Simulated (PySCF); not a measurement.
A PySCF script (with the pyscf-properties extension) for the NMR shieldings of `InChI=1S/C6H18BNSi/c1-6(2)8(5-9)7(3)4/h6H,5H2,1-4,9H3`, on a GFN2-xTB geometry:

```python
import basis_set_exchange as bse
import numpy as np
from pyscf import gto, dft
from pyscf.prop import nmr

atoms = """
C    -0.383479   -2.622515   -0.244129
B     0.556154   -1.332478   -0.309927
C     2.127119   -1.535305   -0.488740
N     0.032491   -0.046855   -0.232591
C     0.893505    1.127023   -0.325845
Si    1.760783    1.577088    1.324172
C    -1.385255    0.235981   -0.068683
C    -1.667322    1.143974    1.129511
C    -2.000790    0.815461   -1.348285
H    -0.838898   -2.731873    0.740233
H     0.173479   -3.536925   -0.435871
H    -1.197483   -2.590682   -0.967125
H     2.711611   -0.921319    0.195692
H     2.441559   -1.258245   -1.495850
H     2.430357   -2.568920   -0.338106
H     0.306520    1.973906   -0.682617
H     1.644948    0.938994   -1.094901
H     3.168231    1.885654    1.056179
H     1.647868    0.469407    2.271928
H     1.136052    2.767110    1.912255
H    -1.869712   -0.723683    0.123617
H    -1.187041    0.748059    2.020961
H    -1.306267    2.155236    0.962009
H    -2.739491    1.192253    1.304552
H    -1.656368    1.830270   -1.536208
H    -3.084057    0.839279   -1.258244
H    -1.734408    0.195530   -2.201825
"""
names = dict.fromkeys(["C", "B", "N", "Si", "H"], "pcSseg-1")
basis = {el: gto.basis.parse(bse.get_basis(n, elements=[el], fmt="nwchem")) for el, n in names.items()}
mol = gto.M(atom=atoms, basis=basis, charge=0, verbose=0)
mf = dft.RKS(mol, xc="PBE0")
mf.grids.level = 2
mf.grids.alignment = dft.numint.BLKSIZE   # the property module wants whole blocks of grid points
mf.conv_tol = 1e-9
mf.kernel()

calc = nmr.RKS(mf)   # GIAO
C = mf.mo_coeff
Co = C[:, mf.mo_occ > 0]
resp = mf.gen_response(singlet=True, hermi=2)
def vind(x):   # induced exchange potential for any number of trial vectors
    d = np.einsum("pi,xij,qj->xpq", C, 2 * x.reshape(-1, C.shape[1], Co.shape[1]), Co, optimize=True)
    return np.einsum("xpq,pi,qj->xij", resp(d - d.transpose(0, 2, 1)), C, Co, optimize=True).ravel()
mo1, _ = nmr.rhf.solve_mo1(calc, with_cphf=vind)
sigma = calc.kernel(mo1)
for i, s in enumerate(sigma):   # ppm
    print("%2d %-2s %9.2f" % (i, mol.atom_pure_symbol(i), np.trace(s) / 3))
```

Task: What does it print?

Result: 
```
 0 C     180.78
 1 B      57.32
 2 C     177.83
 3 N     117.27
 4 C     159.90
 5 Si    405.72
 6 C     134.53
 7 C     163.03
 8 C     163.55
 9 H      31.29
10 H      31.23
11 H      31.36
12 H      31.46
13 H      31.30
14 H      31.12
15 H      29.23
16 H      28.86
17 H      27.46
18 H      28.06
19 H      27.65
20 H      27.93
21 H      30.67
22 H      30.50
23 H      30.57
24 H      30.27
25 H      30.72
26 H      30.82
```

These numbers come from an equivalent density-fitted implementation of the same equations, which agrees with the script to about 0.01 ppm for H and up to a few tenths of a ppm for heavy atoms, so last digits may differ.

Size and cost of the density-fitted run: 250 basis functions, 72 s wall time on 1 thread of an Arm Neoverse V1, shared host; peak memory 1.2 GiB.
